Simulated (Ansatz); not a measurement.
Isolated molecules relaxed with PBE0-D4/def2-TZVP in Ansatz; ΔE leaves out vibrations. CCSD(T)/CBS is the MP2 limit (def2-TZVPP, def2-QZVPP) plus CCSD(T) − MP2 in def2-TZVPP, frozen cores. Functionals use def2-TZVPP. For Se outer-core shells are correlated without core-valence functions, which leaves a few kJ/mol of doubt a bond. Scalar relativity is left out up to krypton. Each species was taken in one conformer, which may not be the lowest.

`[CH3][Al]([CH3])[SeH]` + `C#CC(=O)S` → `C#[C][Al]([CH3])[CH3]` + `O=C(S)[SeH]`  (formal exchange of groups at the Al–Se bond)

Task: Is it downhill or uphill in electronic energy at CCSD(T)/CBS, and by how much? (Estimate.)

Result: Computed: Uphill: ΔE = +68.0 kJ/mol.

Task: What do these levels give: CAM-B3LYP-D4, PBE-QIDH, PBE, revPBE, BHLYP, CAM-B3LYP, LC-ωPBE, RPA@PBE/def2-TZVPP, MP2/def2-SVP, MP2/def2-TZVPP, CCSD/def2-TZVPP, CCSD/CBS(def2)? (Estimate.)

Result: The calculation gave: CAM-B3LYP-D4 69.7, PBE-QIDH 76.0, PBE 70.9, revPBE 67.9, BHLYP 72.1, CAM-B3LYP 69.8, LC-ωPBE 76.6, RPA@PBE/def2-TZVPP 60.2, MP2/def2-SVP 94.1, MP2/def2-TZVPP 70.6, CCSD/def2-TZVPP 69.6, CCSD/CBS(def2) 69.7 kJ/mol.

Largest T1 diagnostic among the species: 0.017.

Leaving LDA and LC-ωPBE aside and taking each functional with its dispersion term where it has one, the values, not all of them listed here, spread over 15.4 kJ/mol, from BLYP-D4 to PBE-QIDH. LDA lies +9.4 kJ/mol from PBE without D4. From r2SCAN to r2SCAN0 (25 % exact exchange), in def2-TZVPP and without D4, ΔE moves by +4.6 kJ/mol.
